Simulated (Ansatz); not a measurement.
CH₂AlClO₂ at its PBE0-D4/def2-TZVP geometry, where that method's forces vanish. Total charge 0; spin multiplicity 1. The bonds changed during the relaxation, so this is another structure than the one it started from.

```xyz
7

O     0.2710    1.1961   -0.0759
C    -0.2126    0.5824   -1.0686
O    -0.4224   -0.6575   -0.9482
Al    0.2890   -0.4906    0.8128
Cl   -1.1997   -0.6233    2.2780
H    -0.4375    1.1060   -2.0022
H     1.7122   -1.1131    1.0041
```

What forces (eV/Å) does r2SCAN-D4/def2-TZVPP give on these atoms in Ansatz? (Best estimate.)

The calculation gave: 
```
O1   0.187  0.309  0.337
C2  -0.072  0.170 -0.303
O3  -0.108 -0.481 -0.035
Al4  0.042 -0.014 -0.004
Cl5 -0.017 -0.002  0.018
H6  -0.001  0.001 -0.002
H7  -0.031  0.017 -0.011
```
